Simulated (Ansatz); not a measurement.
Two members of one family (Series SiClX3), computed with Ansatz in the gas phase. Binding counts from free atoms in the multiplicity of their measured ground term, without zero-point energy. The structures are stationary points that may keep the symmetry of their start.

First: SiCl(NHMe)3 (singlet, charge 0, r2SCAN-D4/def2-SVP geometry).

Cartesian coordinates in Å:
```
Si -0.007 -0.031 0.009
Cl -0.524 -1.290 1.629
N -1.160 1.234 -0.057
C -2.580 1.136 0.210
H -0.788 2.179 -0.072
H -3.187 1.607 -0.585
H -2.875 0.078 0.265
H -2.870 1.598 1.172
N -0.019 -0.974 -1.423
C 0.450 -2.341 -1.546
H -0.683 -0.688 -2.137
H 0.972 -2.509 -2.504
H 1.168 -2.560 -0.739
H -0.361 -3.091 -1.463
N 1.558 0.610 0.286
C 2.063 1.072 1.564
H 2.275 0.340 -0.381
H 2.729 1.946 1.445
H 1.222 1.388 2.202
H 2.618 0.295 2.126
```

```csv
level,HOMO (eV),LUMO (eV),gap (eV),binding per atom (eV)
PBE-D4/def2-SVP,-5.19,0.60,5.79,3.97
PBE-D4/def2-TZVP,-5.44,-0.01,5.43,3.96
r2SCAN-D4/def2-TZVP,-5.71,0.63,6.34,3.87
B3LYP-D4/6-31G,-6.39,1.22,7.61,3.68
PBE0-D4/def2-TZVP,-6.82,0.82,7.64,3.89
```

Second: SiCl(OAc)3 (singlet, charge 0, r2SCAN-D4/def2-SVP geometry).

Cartesian coordinates in Å:
```
Si 0.262 -0.568 -0.132
Cl 1.097 -2.369 -0.534
O 0.853 0.647 -1.115
C 2.175 1.007 -1.145
C 2.417 2.096 -2.143
O 2.994 0.486 -0.435
H 3.484 2.347 -2.174
H 1.825 2.983 -1.870
H 2.067 1.772 -3.135
O 0.537 -0.071 1.440
C 0.113 -0.779 2.533
C 0.549 -0.124 3.806
O -0.527 -1.792 2.427
H 0.218 -0.715 4.666
H 0.131 0.894 3.857
H 1.645 -0.017 3.808
O -1.396 -0.569 -0.337
C -2.002 -0.856 -1.531
C -3.493 -0.832 -1.402
O -1.369 -1.087 -2.527
H -3.958 -1.105 -2.356
H -3.817 0.175 -1.095
H -3.806 -1.523 -0.604
```

Estimate the same table for the second.


```
              level  HOMO (eV)  LUMO (eV)  gap (eV)  binding per atom (eV)
    PBE-D4/def2-SVP      -6.44      -1.38      5.05                   4.87
   PBE-D4/def2-TZVP      -6.62      -1.55      5.07                   4.82
r2SCAN-D4/def2-TZVP      -6.98      -1.28      5.70                   4.69
     B3LYP-D4/6-31G      -8.09      -0.82      7.26                   4.28
  PBE0-D4/def2-TZVP      -8.30      -0.41      7.89                   4.68
```
